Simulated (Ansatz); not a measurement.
`O[SiH2]C[AsH2]` + H₂ → arsine + `C[SiH2]O`  (hydrogenolysis of the As–C bond)

Computed with Ansatz on PBE0-D4/def2-TZVP structures; ΔE is electronic, products minus reactants. CCSD(T)/CBS adds triple-zeta CCSD(T) − MP2 to the extrapolated MP2 energy (def2 sets, frozen cores). This one scheme is used for every species. Functionals use def2-TZVPP. For As outer-core shells are correlated without core-valence functions, which leaves a few kJ/mol of doubt a bond. Scalar relativity is left out up to krypton. One conformer a species, not always the lowest.

`O[SiH2]C[AsH2]`:

Cartesian coordinates in Å:
```
O -2.083 0.895 0.846
Si -0.969 0.035 -0.019
C 0.797 0.433 0.411
As 2.075 -0.543 -0.747
H -2.230 0.646 1.759
H -1.219 0.391 -1.436
H -1.168 -1.428 0.189
H 1.011 1.498 0.293
H 1.042 0.164 1.441
H 1.383 -0.202 -2.064
H 1.360 -1.889 -0.672
```

H₂:

Z-matrix (Å, degrees):
```
H
H 1 0.746
```

`[AsH3]`:

Cartesian coordinates in Å:
```
As 0.499 -0.029 -0.392
H -0.857 0.539 -0.786
H -0.140 -1.248 0.256
H 0.498 0.737 0.923
```

`C[SiH2]O`:

Cartesian coordinates in Å:
```
C 0.811 -0.847 -0.050
Si -0.440 0.448 0.430
O -0.748 1.517 -0.791
H 1.019 -1.504 0.800
H 1.751 -0.385 -0.361
H 0.446 -1.470 -0.870
H 0.072 1.280 1.547
H -1.698 -0.230 0.857
H -1.212 1.191 -1.562
```

```tsv
level	ΔE (eV)
r2SCAN	-0.51
MP2/def2-TZVPP	-0.37
```

What does CCSD(T)/CBS give? (An estimate is asked.)

The calculation gave: -0.45 eV. The listed levels differ from it by -0.06, 0.08 eV.

Largest T1 diagnostic among the species: 0.011.

From PBE to PBE0 (25 % exact exchange), in def2-TZVPP and without D4, ΔE moves by −0.04 eV. The D4 term adds +0.14 eV with B3LYP and +0.07 eV with PBE0; it sums over pairs of atoms, weighted by their polarisabilities, and B3LYP, whose exchange is more repulsive, gets the larger term.

B3LYP here is the variant with VWN-RPA as its local correlation; programs differ in this.
